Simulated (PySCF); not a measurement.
C3H8N2Si, SMILES C[Si@@]1(N)CN=C1. Atoms are numbered in the order given.

```xyz
14

C      1.9278    -0.6831     0.1244
Si     0.2993     0.2371     0.0419
N      0.6619     1.9179     0.0964
C     -1.1108    -0.5892     1.0040
N     -1.7371    -1.0132    -0.0374
C     -1.0041    -0.4262    -1.1859
H      1.7585    -1.7677     0.0540
H      2.5896    -0.3812    -0.7026
H      2.4510    -0.4832     1.0731
H     -0.0550     2.6324     0.1091
H      1.5506     2.2654     0.4345
H     -1.4674    -0.8548     2.0112
H     -0.7339    -1.1897    -1.9346
H     -1.6358     0.3176    -1.6994
```
Charge 0, spin multiplicity 1.

The structure is a stationary point at PBE0-D3(BJ)/def2-SVP. The structure was generated by enumeration; whether it is a known compound was not checked. Other conformers were not sampled.

All values below come from PBE0-D3(BJ)/def2-SVP (PySCF).

Frequencies are harmonic and unscaled.

```csv
mode,ν (cm⁻¹),IR (km/mol),moving atoms (share of kinetic energy)
1,113,8.5,"N 45 %, H 20 %, Si 17 %, C 17 %"
2,136,12.0,"H 50 %, C 31 %, N 19 %"
3,150,3.6,H 89 %
4,212,23.0,"H 51 %, C 30 %, N 13 %"
5,237,28.0,"H 36 %, N 29 %, C 23 %, Si 13 %"
6,275,37.6,"H 62 %, Si 18 %, C 13 %"
7,349,82.3,"H 77 %, N 16 %"
8,376,8.9,"H 46 %, C 30 %, N 20 %"
9,491,10.9,"C 37 %, N 32 %, Si 19 %, H 13 %"
10,650,15.5,"C 47 %, H 33 %, Si 18 %"
11,665,8.5,"H 61 %, C 31 %"
12,696,9.3,"H 50 %, C 27 %, Si 15 %"
13,775,12.1,"H 53 %, C 24 %, N 16 %"
14,784,44.4,"H 62 %, C 22 %, Si 12 %"
15,821,58.3,"C 37 %, H 36 %, N 26 %"
16,865,107.4,"H 47 %, Si 25 %, N 17 %, C 12 %"
17,909,114.1,"Si 30 %, N 30 %, H 28 %, C 12 %"
18,915,3.1,"H 77 %, C 17 %"
19,982,52.9,"C 53 %, N 26 %, Si 11 %, H 10 %"
20,1138,11.7,"H 84 %, C 10 %"
21,1181,7.1,"H 69 %, C 29 %"
22,1260,32.8,"H 77 %, C 22 %"
23,1280,9.4,"H 67 %, C 20 %, N 12 %"
24,1418,5.0,"H 91 %, C 8 %"
25,1427,4.6,H 96 %
26,1430,4.0,H 96 %
27,1540,59.1,"H 89 %, N 11 %"
28,1650,7.9,"C 50 %, N 46 %"
29,3057,2.7,H 97 %
30,3071,20.6,H 95 %
31,3126,6.8,"H 90 %, C 10 %"
32,3131,34.6,"H 91 %, C 9 %"
33,3159,2.6,"H 91 %, C 9 %"
34,3171,2.2,"H 91 %, C 9 %"
35,3625,34.9,H 96 %
36,3728,35.7,"H 91 %, N 9 %"
```
